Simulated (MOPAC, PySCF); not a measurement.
H₆Cl₂Si₃, SMILES `[SiH3][Si@@H](Cl)[SiH2]Cl` (Cl–Si–Si–Cl torsion 177°), neutral singlet in the gas phase. 

Cartesian coordinates (Å):
```xyz
11

Si    -1.9545     0.1891    -0.2463
Si     0.0190    -0.6497     0.7085
Cl     0.1164    -2.7125     0.3912
Si     1.9291     0.2938    -0.2764
Cl     1.7749     2.3547    -0.0367
H     -3.1388    -0.5159     0.3332
H     -2.0548     1.6545     0.0343
H     -1.9145    -0.0345    -1.7237
H      0.0467    -0.4140     2.1869
H      3.1975    -0.1613     0.3681
H      1.9791    -0.0041    -1.7391
```
Charge 0, spin multiplicity 1.

All levels are single points at this geometry (PBE-D3(BJ)/def2-TZVP); Pople sets use spherical d functions. Orbital energies aren't observables, and empty levels follow the basis.

PBE-D3(BJ)/def2-TZVP in PySCF gives dipole (D) = 0.31.

### Question
Estimate the dipole (D) from each of these levels: B3LYP/3-21G in PySCF; M06-2X/6-31G* in PySCF; SVWN5/6-31G* in PySCF; AM1 in MOPAC; PM6 in MOPAC.

### Answer

| level | dipole (D) |
|---|---|
| B3LYP/3-21G in PySCF | 0.50 |
| M06-2X/6-31G* in PySCF | 0.40 |
| SVWN5/6-31G* in PySCF | 0.38 |
| AM1 in MOPAC | 0.19 |
| PM6 in MOPAC | 0.32 |
